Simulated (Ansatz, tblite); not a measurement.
Cost and result up the ladder for Cu₂O₂⁻ (the lowest doublet isomer of a short search) (4 atoms). Charge -1, multiplicity 2. Geometry: PBE0-D4/def2-SVPD.

```
atom    x (Å)    y (Å)    z (Å)
 Cu1  -0.4192  -0.3011   0.3486
 Cu2   1.1861   0.9896  -1.1402
  O3   1.3813  -0.1785   0.1596
  O4  -2.1482  -0.5100   0.6320
```

Ansatz on 4 threads of Intel Xeon on a shared host; xTB runs through tblite on one thread. Times are rough, summed over both states, and most runs start from the orbitals of an earlier one. PBE-QIDH/def2-TZVPD serves as the yardstick here, not as an exact answer. The other state is a quartet at its own geometry.

The xTB rows come from tblite. LC-ωPBE has ω = 0.4 bohr⁻¹. Correlated methods freeze 20 core orbitals. The structure comes from a short search, and lower isomers may exist.

Run but left out: HF/STO-3G, HF/def2-TZVPD, MP2/def2-TZVPD (doublet: ⟨S²⟩ 1.74 to 3.82, where a pure state has 0.75); HF/def2-SVPD, MP2/def2-SVPD, CCSD/def2-SVPD, CCSD(T)/def2-SVPD (flagged by the program: other amplitudes).

Second-order perturbation terms are unreliable where d shells bring near-degenerate states, and here PBE-QIDH/def2-TZVPD lies more than 0.4 eV from the median of the functionals without such a term.

Correlated methods converge slowly with the basis.

xTB has no spin-polarisation term.

```csv
level,functions,quartet − doublet (eV),difference from PBE-QIDH/def2-TZVPD (eV),remarks
PBE0-D4/def2-TZVPD,176,0.59,-0.47,–
B97M-V/def2-TZVPD,176,0.57,-0.49,"HOMO above zero (quartet), spin-contaminated (⟨S²⟩ 0.83) (doublet)"
LC-ωPBE/def2-TZVPD,176,0.68,-0.38,–
BHLYP-D4/def2-TZVPD,176,0.51,-0.56,–
GFN1-xTB,26,2.27,1.20,–
RPA@PBE/def2-TZVPD,176,0.40,-0.66,spin-contaminated (⟨S²⟩ 0.88) (doublet)
PBE-QIDH/def2-TZVPD,176,1.06,0.00,–
GFN2-xTB,26,2.25,1.18,–
PBE-D4/def2-TZVPD,176,0.43,-0.63,"HOMO above zero (doublet), HOMO above zero (quartet), spin-contaminated (⟨S²⟩ 0.88) (doublet)"
r2SCAN-D4/def2-TZVPD,176,0.35,-0.71,"HOMO above zero (quartet), spin-contaminated (⟨S²⟩ 0.99) (doublet)"
```

Task: Estimate how long each takes.

Result: GFN1-xTB 0.017 s; GFN2-xTB 0.033 s; PBE-D4/def2-TZVPD 14 s; RPA@PBE/def2-TZVPD 22 s; LC-ωPBE/def2-TZVPD 36 s; PBE-QIDH/def2-TZVPD 46 s; PBE0-D4/def2-TZVPD 49 s; r2SCAN-D4/def2-TZVPD 51 s; BHLYP-D4/def2-TZVPD 56 s; B97M-V/def2-TZVPD 84 s. On shared hardware such times vary by a factor of up to 3.
